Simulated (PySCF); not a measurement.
## BiBr⁺: frontier orbitals

r²SCAN at R = 2.508 Å; PySCF, scalar-relativistic core potentials, basis sets Bi def2-SVP with ECP60, Br def2-SVP. State: ²Π (doublet), unpaired electrons π ↑. Only the outer orbitals are listed, counted within each symmetry, core potentials removing the inner ones.

```csv
spin,orbital,occ.,ε (eV),on Bi (%),main shells (%)
α,10σ,1,-26.28,16,"82 Br s, 13 Bi s"
α,11σ,1,-22.22,81,"81 Bi s, 15 Br s"
α,12σ,1,-14.93,34,"64 Br p, 29 Bi p"
α,6π,1,-13.88,18,"82 Br p, 17 Bi p"
α,6π,1,-13.84,23,"76 Br p, 22 Bi p"
α,7π,1,-11.41,78,"77 Bi p, 22 Br p"
α,7π,0,-11.06,83,"83 Bi p, 17 Br p"
α,13σ,0,-8.18,73,"70 Bi p, 27 Br p"
α,14σ,0,-1.14,96,"81 Bi s, 10 Bi d"
β,10σ,1,-26.18,13,"86 Br s, 10 Bi s"
β,11σ,1,-21.50,83,"83 Bi s, 11 Br s"
β,12σ,1,-14.80,33,"66 Br p, 26 Bi p"
β,6π,1,-13.86,13,"86 Br p, 12 Bi p"
β,6π,1,-13.49,10,"90 Br p, 8 Bi p"
β,7π,0,-10.58,87,"87 Bi p, 12 Br p"
β,7π,0,-9.54,91,"91 Bi p, 9 Br p"
β,13σ,0,-7.75,75,"71 Bi p, 24 Br p"
```

Which are the highest filled and the lowest empty level, where do they sit, and how wide is the gap?

Highest filled α 7π at -11.41 eV (in %: 77 Bi p, 22 Br p); lowest empty α 7π at -11.06 eV (in %: 83 Bi p, 17 Br p); the gap at r²SCAN is 0.35 eV. Both belong to one degenerate shell, split only by its one-sided filling, so this is no excitation gap.

```json
{
 "bond order (Mayer)": "1.56",
 "⟨S²⟩": "0.757",
 "charge on Bi (Mulliken, basis-dependent)": "0.99",
 "charge on Bi (Löwdin, basis-dependent)": "0.84",
 "dipole moment (positive dipole points towards Br; it is taken about the centre of mass and depends on that origin)": "-2.45 D"
}
```

Spin–orbit coupling is left out, which matters for elements this heavy, above all for dissociation energies. The state was picked by a PBE0 search and need not be the measured ground state.
